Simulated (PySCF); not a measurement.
NMR data simulated for an unnamed compound:

1H NMR (400 MHz, computed): δ 6.87 (m, 1H), 6.67 (m, 1H), 5.93 (m, 1H), 5.92 (m, 1H), 5.92 (m, 1H), 4.24 (d, 3H), 1.26 (m, 2H).

13C{1H} NMR (computed): δ 168.1 (C), 146.7 (CH), 145.1 (CH), 129.5 (CH2).

PySCF 2.14 calculation with structure optimised with GFN2-xTB and NMR shieldings at PBE0/pcSseg-1/GIAO; equivalent nuclei averaged, no solvent, relativity neglected, single conformer.

δ = σ(ref) − σ, references computed at the same level: 1H, 13C against TMS.

Which of these does the molecule contain: a ketone, a vinyl group CH=CH2, a non-aromatic C=C double bond, an S-methyl group, a Si–H bond, a C≡C triple bond?

Answers


- A ketone: no.
- A vinyl group CH=CH2: yes (δC 129.5, 145.1; δH 5.92 (m), 5.92 (m), 6.87 (m)).
- A non-aromatic C=C double bond: yes.
- An S-methyl group: no.
- A Si–H bond: yes (δH 4.24 (d)).
- A C≡C triple bond: no.

The data belong to SMILES C=C/C(=C\[SiH3])[Si@H](P)Cl, C4H10ClPSi2; they needn't prove each group on their own.

Carbon signals by region: 1 in the far downfield region (above 160 ppm), 3 in the sp2 and nitrile region (100–160 ppm). Above 160 ppm: 168.1, fully substituted alkene carbon.

Splittings by 31P in the carbon and heteronuclear signals aren't shown, as no couplings were computed. Shifts are as computed. Against solution values, carbons near 30 ppm lie about +3 ppm off and those near 130 ppm about +5 ppm. Of 1309 compounds with measured shifts, 239 miss one by over three times the rms of a fit or turn the order of signals round; such compounds aren't used in these exercises. Multiplicities follow the n + 1 count of equivalent neighbours, as no J values were calculated; m marks all less simple cases, F and P coupling included.
